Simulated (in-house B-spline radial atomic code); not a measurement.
# Correlation energy from the adiabatic connection: −Z/r, Z = 0.557, wall at 3.26 bohr

Two electrons in a singlet, external potential −Z/r, Z = 0.557, wall at 3.26 bohr (atomic units). Full CI in B-splines (partial waves to l = 8, correlation up to 0.6 % small) with the density held fixed gives W(λ) = <V_ee>_λ − U, and E_c is the integral of W(λ) − W(0) from 0 to 1.

| λ | W(λ) − W(0) (hartree) |
| --- | --- |
| 0 | 0.00000 |
| 0.02 | -0.00202 |
| 0.05 | -0.00499 |
| 0.12 | -0.01163 |
| 0.25 | -0.02298 |
| 0.4 | -0.03467 |
| 0.6 | -0.04826 |
| 0.8 | -0.05996 |
| 1 | -0.07013 |

Integrate the table by the trapezoid rule.

The strips give -0.00002, -0.00011, -0.00058, -0.00225, -0.00432, -0.00829, -0.01082, -0.01301, which sum to -0.03940 hartree. The direct value, W(1) − W(0) + T_c with T_c = 0.03061, is -0.03952; the curve is convex, so chords lie above it and the trapezoids fall short in size by 0.30 %.

Now use only three numbers: W(0) = -0.58049, the initial slope W'(0) = -0.102 (extrapolated from the first points) and the strong-coupling limit of the point-charge-plus-continuum model, W∞ = -0.62172. What do second-order theory and the interpolation W(λ) = W∞ + (W(0) − W∞)/√(1 + 2χλ) of Seidl, Perdew and Levy give?

Second order keeps the slope alone: E_c = W'(0)/2 = -0.05100, +29 % in size against -0.03952. Matching the slope fixes χ = W'(0)/(W∞ − W(0)) = -0.102/(-0.04123) = 2.47393. Integrating, with s = √(1 + 2χ) = 2.438822, E_c = −(W(0) − W∞)(s − 1)/(s + 1) = −0.04123 × 1.438822/3.438822 = -0.01725 hartree, -56.4 % in size against the full result. At λ = 1 the formula gives W − W(0) = -0.02432 against -0.07013. Part of the miss can come from the model's W∞, which here lies above the computed W at λ = 10, -0.76030.
